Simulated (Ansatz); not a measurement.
Consider the atomization: `NB[SiH2]Cl` → B• + Cl• + 5 H• + N• + Si•.

Program: Ansatz. Geometries: PBE0-D4/def2-TZVP. ΔE: electronic, gas phase. CBS: MP2 limit from def2 TZ/QZ plus the TZ coupled-cluster correction, frozen cores. This one scheme is used for every species, atoms too. Functionals use def2-TZVPP. No spin–orbit coupling; open shells (•) take unrestricted orbitals. Spin–orbit coupling would lower the free atoms: a little for B, Cl, Si. One conformer a species, not always the lowest.

CCSD(T)/CBS gives +3026.0 kJ/mol.

(1) Another level gave +2254.4 kJ/mol. Which?
A. CCSD/def2-TZVPP
B. HF/def2-TZVPP
C. BLYP/def2-TZVPP
D. r2SCAN-D4/def2-TZVPP

Largest T1 diagnostic among the species: 0.014.

Results:

(1) B. HF/def2-TZVPP 2254.4, BLYP 2988.0, CCSD/def2-TZVPP 2901.0, r2SCAN-D4 3038.5 kJ/mol.

Leaving LDA and LC-ωPBE aside and taking each functional with its dispersion term where it has one, the values, not all of them listed here, spread over 89.9 kJ/mol, from BHLYP-D4 to PBE-D4. LDA lies +367.2 kJ/mol from PBE without D4, its usual overbinding. From BLYP to BHLYP (50 % exact exchange), in def2-TZVPP and without D4, ΔE moves by −32.5 kJ/mol: exact exchange takes away binding that semilocal exchange gives to molecules. At CCSD(T), def2-SVP lies −196.5 kJ/mol from the extrapolated value and def2-TZVPP −86.0 kJ/mol: correlation converges slowly with the basis, and small sets miss more of it in the bonded molecule than in its fragments.

For atomizations the MP2-based limit and the directly extrapolated one differ by several kJ/mol either way, and by 10 to 25 for some Ge, Se and Sn compounds, so smaller differences from it don't rank the levels.
